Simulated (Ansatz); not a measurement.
`C[CH](C)[SbH2]` + `C#CO` → `C#C[O][SbH2]` + `CCC` at 298.15 K and 1 bar (ligand exchange at the Sb–C bond).

Calculated with Ansatz (gas phase, PBE0-D4/def2-TZVP geometries, no zero-point term in ΔE). CBS: MP2 limit from def2 TZ/QZ plus the TZ coupled-cluster correction, frozen cores. This one scheme is used for every species. Elements past krypton have def2 core potentials. For Sb outer-core shells are correlated without core-valence functions, which leaves a few kJ/mol of doubt a bond. Each species was taken in one conformer, which may not be the lowest.

| species | CCSD(T)/CBS energy (Eh) | H − E (kJ/mol) | S (J/(mol·K)) |
| --- | --- | --- | --- |
| `C[CH](C)[SbH2]` | -359.57575 | 300.7 | 344.2 |
| `C#CO` | -152.38380 | 96.3 | 247.0 |
| `C#C[O][SbH2]` | -392.99526 | 112.0 | 323.6 |
| `CCC` | -118.98051 | 285.9 | 268.4 |

H − E and S are ideal-gas, rigid-rotor, harmonic terms from PBE0-D4/def2-TZVP, for one conformer and one mirror image of each species. 1 Eh = 2625.50 kJ/mol, R = 8.31446 J/(mol·K).

Q: By hand: ΔE, ΔH, ΔS and ΔG.

A: ΔE = (-392.99526) + (-118.98051) − (-359.57575) − (-152.38380) = -0.01622 Eh = -42.6 kJ/mol. Δ(H − E) = 112.0 + 285.9 − 300.7 − 96.3 = 0.9, so ΔH = -41.7 kJ/mol. ΔS = 323.6 + 268.4 − 344.2 − 247.0 = 0.8 J/(mol·K). ΔG = -41.7 − 298.15 × (0.8)/1000 = -41.9 kJ/mol.

Q: By hand: the equilibrium constant, and the temperature at which ΔG would vanish if ΔH and ΔS stayed fixed.

A: log₁₀ K = −ΔG/(RT ln 10) = 7.3. ΔH and −TΔS have one sign here, so there is no such temperature.

The number of gas molecules stays the same, so ΔS is small and ΔH decides. A doubt of 5 kJ/mol in ΔE shifts log₁₀ K by 0.9 here. Other conformers and mirror images would add mixing entropy, several J/(mol·K) or more a flexible species. These are equilibria of isolated gas molecules and say nothing of rates. Largest T1 diagnostic: 0.015 (customary marks: 0.02 for closed shells, 0.045 for open ones).

ΔS is within the doubt of such terms, so its sign, and with it that verdict, could turn.
